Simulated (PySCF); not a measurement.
**Unknowns**

PySCF calculation with geometry from GFN2-xTB and NMR shieldings at PBE0/pcSseg-1/GIAO; non-relativistic Hamiltonian, one computed conformer, averaged over atoms made equivalent by symmetry, fast rotation or ring inversion, in vacuum.

δ = σ(ref) − σ, references computed at the same level: 1H and 13C vs TMS. Splittings of carbon signals by F and P are missing where no couplings were computed. Where no couplings were computed, multiplicities follow the n + 1 count of equivalent neighbours, and m marks all less simple cases (inequivalent or close neighbours, rings, F or P nearby). Shifts are as computed. Against solution values, carbons near 30 ppm lie about +3 ppm off and those near 130 ppm about +5 ppm. Of 1309 compounds with measured shifts, 239 miss one by over three times the rms of a fit or turn the order of signals round; such compounds aren't used in these exercises.

(1) C4H15NOSi2. 1H NMR (400 MHz, computed): δ 5.24 (m, 1H), 5.23 (m, 1H), 5.09 (q, 1H), 2.59 (s, 6H), 0.33 (m, 3H), 0.15 (d, 3H). 13C{1H} NMR (computed): δ 38.6, 0.5, -1.0. Give a structure.

(2) C5H7F. 1H NMR (400 MHz, computed): δ 4.71 (m, 2H), 2.75 (m, 2H), 1.96 (s, 3H). 13C{1H} NMR (computed): δ 85.6 (CH2), 85.2 (C), 79.0 (C), 23.8 (CH2), 4.6 (CH3). Identify the compound.

## Answers

(1) SMILES C[SiH2]O[Si@H](C)N(C)C. Rings plus π bonds: 0. 3 carbon signals for 4 carbons: some carbons are equivalent by symmetry or fast rotation. Carbon types of the structure: 4 × CH3, leaving 3 H on heteroatoms. δC 38.6: methyl carbon bonded to N; pulled downfield by the heteroatom. δC 0.5, -1.0: methyl carbon bonded to Si; an electropositive neighbour leaves it electron-rich and shielded. δH 2.59: hydrogen on a methyl carbon bonded to N; its carbon carries N, hence the downfield position. δH 0.33, 0.15: hydrogen on a methyl carbon bonded to Si; an electropositive neighbour shields it, as in TMS itself.

The data come from this structure; uniqueness wasn't tested.

(2) SMILES CC#CCCF. Rings plus π bonds: 2 (no ring in the answer). 5 carbon signals for 5 carbons: no two carbons are equivalent. Carbon types of the structure: 2 × C, 2 × CH2, 1 × CH3, which accounts for all hydrogens. δC 85.6: sp3 CH2 bonded to F; the inductive effect lowers its shielding. δC 85.2, 79.0: alkyne carbon; sp carbons lie upfield of alkene carbons because the cylindrical π system leaves one tensor component strongly shielded. δC 4.6: propargylic methyl carbon; aliphatic region, no heteroatom directly attached. δH 4.71: hydrogen on an sp3 CH2 bonded to F; its carbon carries F, hence the downfield position.

The shifts were computed for this structure.
